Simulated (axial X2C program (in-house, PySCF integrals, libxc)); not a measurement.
Photoelectron levels of SiSe by EOM-IP-CCSD

Calculated with an in-house all-electron X2C program for linear molecules (integrals from PySCF): two-component X2C with atomic mean-field Coulomb and Gaunt terms, Gaussian nuclei, basis Se dyall-cv3z, Si dyall-v3z with contracted cores.

R = 2.065 Å (near the PBE0 minimum at charge 0 of the determinant lowest at the starting distance; the state shown can have its own minimum elsewhere).

Hartree–Fock spinors of SiSe (one of each Kramers pair; a window near the gap, which can cut inner shells):

| ω | occupied | ε (eV) | character |
| --- | --- | --- | --- |
| 1/2 | yes | -24.91 | 65% Se s, 16% Si s, 12% Si p |
| 1/2 | yes | -15.57 | 47% Si s, 35% Se p, 12% Se s |
| 1/2 | yes | -10.28 | 42% Se p, 37% Si p, 16% Si s |
| 1/2 | yes | -9.97 | 65% Se p, 25% Si p, 5% Si d |
| 3/2 | yes | -9.77 | 70% Se p, 23% Si p, 6% Si d |
| 1/2 | no | 0.41 | 73% Si p, 16% Se p, 6% Si d |
| 3/2 | no | 0.45 | 70% Si p, 18% Se p, 6% Si d |
| 1/2 | no | 2.84 | 63% Si p, 18% Si d, 7% Se p |
| 1/2 | no | 4.69 | 80% Si s, 7% Se d, 5% Si p |
| 3/2 | no | 5.39 | 86% Si p, 7% Se p, 5% Se d |
| 1/2 | no | 5.41 | 86% Si p, 7% Se p, 5% Se d |

Vertical ionisation energies of SiSe to the states of SiSe⁺:

```
Ω of SiSe⁺  vertical IE (eV)  above lowest (cm⁻¹)                   ionised spinor  one-hole weight
       3/2             9.961                    0             70% Se pπ, 23% Si pπ             0.94
       1/2            10.023                  499  29% Se pπ, 25% Si pσ, 20% Se pσ             0.94
       1/2            10.214                 2046  43% Se pπ, 17% Si pσ, 14% Se pσ             0.94
       1/2            14.213                34295  45% Si sσ, 38% Se pσ, 11% Se sσ             0.74
```

(1) How far does the lowest EOM-IP-CCSD energy lie from the Koopmans value −ε of the highest filled spinor?

(2) What is the splitting of the first π pair in the table, and is it regular or inverted?

This point took 5.4 s on 1 thread of Arm Neoverse V1 (shared host).

Reference electrons by ω block (each with its −ω partner): 1/2: 17, 3/2: 6, 5/2: 1. 10 electrons of SiSe correlated (inner shells frozen), 94 natural virtual spinors (a truncated set); levels can be off by some tenths of an eV. Roots sought by Ω: (1/2: 4, 3/2: 3, 5/2: 1); rows need 60 % one-particle weight and stop where some Ω has no more roots. Missing are any skipped roots, higher Ω and states of a further excitation; these come out far too high here and may in truth be low or lowest. T1 of the reference 0.024 (Lee–Taylor). Number of frozen shells: Se 3 s, 2 p, 1 d; Si 2 s, 1 p.

Results:

(1) 9.961 eV against 9.77 eV, a shift of 0.19 eV: relaxation of the final state lowers the energy and the loss of correlation raises it.

(2) E(3/2) − E(1/2) = 0 − 499 = -499 cm⁻¹ at EOM-IP-CCSD: inverted, Ω = 3/2 lower. Splittings at this level can be off by ten to twenty per cent.
